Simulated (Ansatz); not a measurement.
Zn9H26Se9. Total charge 0; triplet. Geometry PBE-D4/def2-SVP, that of the neutral singlet; atoms count from 1.

Cartesian coordinates in Å:
```
Se 3.0348 -1.8970 -0.6821
Zn 2.6444 -1.2707 1.6887
Se 3.3045 2.1612 0.6192
Zn 0.1725 -2.1191 2.1140
Se 0.5399 0.1905 1.1104
Zn -0.9852 -0.0187 3.2382
Zn 1.4811 3.9503 0.2805
Se -0.2179 3.3749 2.1297
Se -3.0819 0.2110 1.9294
Zn 3.3240 0.2336 -2.0187
Zn -0.2482 -3.4863 -2.3409
Se -1.0604 -3.1421 0.0609
Se 0.6053 -1.2291 -2.9389
Zn -0.4391 0.0286 -1.0597
Se 0.2089 2.6231 -1.6249
Zn -3.2491 -2.4426 -1.0667
Se -2.9010 -0.0103 -1.4407
Zn -2.9873 2.4103 0.6775
H 4.4551 -2.3215 -0.7384
H 1.8427 -4.0767 -1.6618
H 3.6188 -0.6246 2.7325
H 3.9224 2.8271 1.8276
H 4.2187 2.9616 -0.2524
H 1.6793 -2.7600 2.1856
H -0.9274 -1.8624 3.3013
H -0.4809 0.7855 4.4851
H 1.8470 5.4328 -0.0588
H 0.6021 3.9682 3.2529
H -0.8561 4.7124 1.9291
H -4.2474 -1.9722 0.9224
H -4.1074 0.6286 2.9168
H 4.5069 0.2904 -3.0496
H 2.1995 1.2731 -1.4492
H 1.4904 -4.6994 -1.9893
H -0.8412 -4.6365 -3.2108
H -1.4300 -4.5537 0.3464
H -0.5052 -0.9747 -3.9049
H 1.0106 2.8895 -2.8671
H -0.8951 3.5476 -2.0533
H -4.6048 -2.5913 0.5935
H -4.1052 -3.4999 -1.8285
H -2.8064 -0.1657 -2.9233
H -1.4585 2.5430 0.1176
H -4.2732 3.3113 0.7010
```

Single mean-field runs in def2-TZVP are fitted with def2-universal-jkfit. In the triplet geometry the species has come apart into loosely held pieces. At PBE0-D4/def2-TZVP a singlet of charge 0 lies 4.44 eV below the triplet at the same geometry.

Problem. Estimate the Mulliken populations of the heavy atoms from the PBE0/def2-TZVP orbitals of Ansatz.

Solution. 
```json
{"atom": "Se1", "charge (e)": "-0.35", "spin (α − β)": "0.07", "d electrons": "–"}
{"atom": "Zn2", "charge (e)": "0.07", "spin (α − β)": "0.09", "d electrons": "10.05"}
{"atom": "Se3", "charge (e)": "-0.18", "spin (α − β)": "0.03", "d electrons": "–"}
{"atom": "Zn4", "charge (e)": "0.24", "spin (α − β)": "0.04", "d electrons": "10.07"}
{"atom": "Se5", "charge (e)": "-0.13", "spin (α − β)": "0.63", "d electrons": "–"}
{"atom": "Zn6", "charge (e)": "0.06", "spin (α − β)": "0.08", "d electrons": "10.05"}
{"atom": "Zn7", "charge (e)": "0.23", "spin (α − β)": "0.00", "d electrons": "10.05"}
{"atom": "Se8", "charge (e)": "-0.17", "spin (α − β)": "0.03", "d electrons": "–"}
{"atom": "Se9", "charge (e)": "-0.33", "spin (α − β)": "0.13", "d electrons": "–"}
{"atom": "Zn10", "charge (e)": "0.09", "spin (α − β)": "0.00", "d electrons": "10.04"}
{"atom": "Zn11", "charge (e)": "0.14", "spin (α − β)": "0.02", "d electrons": "10.07"}
{"atom": "Se12", "charge (e)": "-0.30", "spin (α − β)": "0.05", "d electrons": "–"}
{"atom": "Se13", "charge (e)": "-0.31", "spin (α − β)": "0.04", "d electrons": "–"}
{"atom": "Zn14", "charge (e)": "0.44", "spin (α − β)": "0.38", "d electrons": "10.13"}
{"atom": "Se15", "charge (e)": "-0.22", "spin (α − β)": "0.01", "d electrons": "–"}
{"atom": "Zn16", "charge (e)": "0.14", "spin (α − β)": "0.02", "d electrons": "10.07"}
{"atom": "Se17", "charge (e)": "-0.31", "spin (α − β)": "0.06", "d electrons": "–"}
{"atom": "Zn18", "charge (e)": "0.09", "spin (α − β)": "0.00", "d electrons": "10.04"}
```
Mulliken values depend strongly on the basis.

Problem. Where does the spin sit?

Solution. Summed by element: Se 1.05, Zn 0.64, H 0.31, of 2 unpaired in all. Largest on single atoms: Se5 0.63, Zn14 0.38, Se9 0.13.

Problem. And the Mayer bond orders between heavy atoms (over 0.3)?

Solution. Se1–Zn2 0.67 (2.48 Å); Se1–Zn10 0.54 (2.53 Å); Zn2–Se5 0.36 (2.63 Å); Se3–Zn7 0.53 (2.58 Å); Zn4–Se5 0.41 (2.54 Å); Zn4–Se12 0.49 (2.60 Å); Se5–Zn6 0.36 (2.63 Å); Se5–Zn14 0.49 (2.39 Å); Zn6–Se9 0.66 (2.48 Å); Zn7–Se8 0.53 (2.58 Å); Zn7–Se15 0.43 (2.65 Å); Se9–Zn18 0.53 (2.53 Å); Zn11–Se12 0.55 (2.56 Å); Zn11–Se13 0.73 (2.49 Å); Se12–Zn16 0.56 (2.56 Å); Se13–Zn14 0.45 (2.49 Å); Zn14–Se17 0.44 (2.49 Å); Zn16–Se17 0.73 (2.49 Å).
